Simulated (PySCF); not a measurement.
Record of a relaxation.

Species: CH6GaNSi.
Bonds: Si1–C2, C2–N3 (triple), N3–Ga4. Hydrogens: H5, H6, H7 on Si1; H8, H9, H10 on Ga4.
Bond orders are those of one Lewis drawing.

Method: PBE0-D3(BJ)/def2-SVP geometry optimisation, gas phase (PySCF 2.14.0); density fitting, grid level 1; the optimiser is geomeTRIC in internal coordinates, started from a UFF structure with every atom displaced at random (about 0.03 Å). The frame can shift and turn from step to step; on so coarse a grid that alone can change the energy by a few meV, and forces under 0.02 eV/Å are noise.

Step 0: E = -62853.3565 eV, largest atomic force 10.523 eV/Å
```
atom  x, y, z in Å  |  force x, y, z in eV/Å
Si1     2.478   -0.255    0.441   -0.836   1.893  -0.279
C2      0.593   -0.059    0.298   -4.236   0.103  -0.318
N3     -0.601    0.033    0.200   10.459  -0.757   0.881
Ga4    -2.300    0.184    0.088   -7.873   0.566  -0.025
H5      2.992    1.148    0.494   -0.103  -0.090   0.086
H6      2.928   -0.840   -0.775    0.306  -0.763  -1.090
H7      2.797   -0.961    1.627    0.162  -0.846   1.181
H8     -2.851   -0.518   -1.273    0.528   0.137   0.321
H9     -2.827    1.747    0.136    0.684  -0.556  -0.055
H10    -3.086   -0.556    1.396    0.908   0.313  -0.702
```

Step 1: E = -62854.4580 eV, largest atomic force 2.978 eV/Å
```
atom  x, y, z in Å  |  force x, y, z in eV/Å
Si1     2.472   -0.218    0.432    0.111   0.201  -0.087
C2      0.611   -0.050    0.304   -0.015  -0.110   0.002
N3     -0.538    0.033    0.215    1.850  -0.069   0.147
Ga4    -2.408    0.186    0.092   -2.971   0.176  -0.104
H5      2.979    1.179    0.504   -0.004  -0.050   0.042
H6      2.908   -0.875   -0.830   -0.032  -0.065   0.130
H7      2.751   -0.987    1.674   -0.027  -0.024  -0.102
H8     -2.845   -0.520   -1.258    0.345  -0.047  -0.072
H9     -2.790    1.723    0.137    0.393   0.100  -0.041
H10    -3.015   -0.549    1.362    0.350  -0.114   0.084
```

Step 2: E = -62854.7283 eV, largest atomic force 1.186 eV/Å
```
atom  x, y, z in Å  |  force x, y, z in eV/Å
Si1     2.455   -0.196    0.424    0.012  -0.122  -0.009
C2      0.591   -0.046    0.306    0.626  -0.052   0.022
N3     -0.553    0.035    0.224    0.357  -0.001   0.034
Ga4    -2.519    0.188    0.095   -1.176   0.096  -0.113
H5      2.974    1.191    0.510    0.018   0.014   0.010
H6      2.881   -0.889   -0.826   -0.010   0.040   0.129
H7      2.714   -0.989    1.659    0.014   0.058  -0.121
H8     -2.773   -0.538   -1.283    0.056  -0.025  -0.048
H9     -2.697    1.754    0.129    0.072   0.083  -0.018
H10    -2.949   -0.585    1.396    0.032  -0.090   0.114
```

Step 3: E = -62854.7869 eV, largest atomic force 0.695 eV/Å
```
atom  x, y, z in Å  |  force x, y, z in eV/Å
Si1     2.455   -0.190    0.420   -0.046  -0.090   0.026
C2      0.590   -0.046    0.305   -0.111   0.024  -0.030
N3     -0.561    0.037    0.228    0.691  -0.051   0.059
Ga4    -2.604    0.192    0.094   -0.273   0.018   0.003
H5      2.981    1.194    0.511    0.004   0.010  -0.007
H6      2.888   -0.894   -0.815    0.005   0.032   0.016
H7      2.723   -0.988    1.645    0.013   0.032  -0.024
H8     -2.750   -0.544   -1.296   -0.099   0.006   0.006
H9     -2.660    1.771    0.122   -0.103  -0.012   0.000
H10    -2.937   -0.607    1.419   -0.081   0.034  -0.049
```

Step 4: E = -62854.8065 eV, largest atomic force 0.497 eV/Å
```
atom  x, y, z in Å  |  force x, y, z in eV/Å
Si1     2.475   -0.194    0.421   -0.027   0.001   0.021
C2      0.611   -0.047    0.302   -0.201   0.020  -0.025
N3     -0.540    0.038    0.226    0.494  -0.035   0.035
Ga4    -2.620    0.194    0.095   -0.206   0.023  -0.011
H5      3.003    1.190    0.513   -0.006   0.006  -0.008
H6      2.916   -0.896   -0.808    0.011  -0.003  -0.053
H7      2.749   -0.989    1.642    0.003  -0.010   0.045
H8     -2.796   -0.541   -1.294   -0.022   0.007   0.019
H9     -2.704    1.773    0.120   -0.030  -0.034   0.007
H10    -2.969   -0.605    1.415   -0.016   0.025  -0.030
```

Step 5: E = -62854.8136 eV, largest atomic force 0.057 eV/Å
```
atom  x, y, z in Å  |  force x, y, z in eV/Å
Si1     2.490   -0.197    0.422    0.000   0.012   0.008
C2      0.627   -0.047    0.297    0.039  -0.009   0.003
N3     -0.522    0.040    0.223    0.022   0.002  -0.004
Ga4    -2.643    0.196    0.095   -0.053   0.003  -0.020
H5      3.015    1.188    0.514    0.000   0.000  -0.006
H6      2.936   -0.897   -0.807    0.004  -0.001  -0.033
H7      2.763   -0.989    1.646   -0.004  -0.008   0.031
H8     -2.824   -0.540   -1.291    0.002  -0.001   0.002
H9     -2.734    1.772    0.121   -0.006   0.001   0.009
H10    -2.983   -0.603    1.413   -0.004   0.003   0.011
```

Step 6: E = -62854.8141 eV, largest atomic force 0.022 eV/Å
```
atom  x, y, z in Å  |  force x, y, z in eV/Å
Si1     2.495   -0.198    0.422    0.005  -0.005   0.003
C2      0.632   -0.047    0.295   -0.017  -0.004   0.002
N3     -0.517    0.042    0.220    0.021   0.002  -0.005
Ga4    -2.651    0.196    0.095   -0.013  -0.005  -0.005
H5      3.019    1.188    0.513    0.002   0.000  -0.003
H6      2.942   -0.896   -0.809   -0.001   0.005  -0.004
H7      2.764   -0.989    1.649   -0.003   0.003   0.003
H8     -2.831   -0.541   -1.290    0.004  -0.001   0.001
H9     -2.744    1.771    0.123    0.000  -0.001   0.006
H10    -2.985   -0.603    1.415    0.001   0.005   0.002
```

Step 7: E = -62854.8141 eV, largest atomic force under 0.02 eV/Å
```
atom  x, y, z in Å  |  force x, y, z in eV/Å
Si1     2.496   -0.198    0.422    0.001  -0.003   0.000
C2      0.633   -0.046    0.293    0.003  -0.004   0.003
N3     -0.516    0.042    0.219   -0.006   0.004  -0.005
Ga4    -2.653    0.195    0.095    0.001  -0.004  -0.003
H5      3.021    1.188    0.513    0.001   0.000  -0.001
H6      2.943   -0.895   -0.810    0.000   0.002   0.000
H7      2.763   -0.988    1.650   -0.001   0.002   0.000
H8     -2.831   -0.542   -1.289    0.002   0.000   0.001
H9     -2.747    1.771    0.124   -0.001   0.000   0.003
H10    -2.983   -0.604    1.417    0.000   0.002   0.003
```

Q: Summarise the path.

A: The energy falls by 1.4577 eV from step 0 to step 7; nine tenths of that is first reached at step 2. It falls at every step. The largest force goes from 10.523 to under 0.02 eV/Å. Among the bonds N3–Ga4 changes most, from 1.709 to 2.146 Å; the atoms move by 0.130 Å rms after alignment.

The cost below is that of the whole optimisation. Time: 35 s of wall time; peak memory 0.43 GiB. Hardware: an Arm Neoverse V1 with one thread, no GPU, shared host with 32 logical CPUs at a one-minute load of 28.
